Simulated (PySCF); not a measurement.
BeH2OS, SMILES [OH][Be][SH]. Atoms are numbered in the order given.

```xyz
5

Be    -0.0167    -0.6408     0.0433
O     -0.1229    -2.0449     0.1604
H      0.0372    -2.7223    -0.4891
S      0.1357     1.2652    -0.0369
H     -1.1581     1.4023    -0.3778
```

The structure is a stationary point at PBE0-D3(BJ)/def2-TZVP. The values are those of a single conformer.

These are PBE0/pcJ-1 in PySCF values and carry that method's errors.

Isotropic couplings with Fermi-contact, spin-dipole and both spin-orbit terms, one fixed conformer, no vibrational averaging. Isotopes: 1H.

Estimate the spin–spin coupling constants. (An estimate is asked for; the answer gives what the named calculation found.)


```csv
pair,bonds apart,J (Hz)
H3–H5,4,-0.5
```
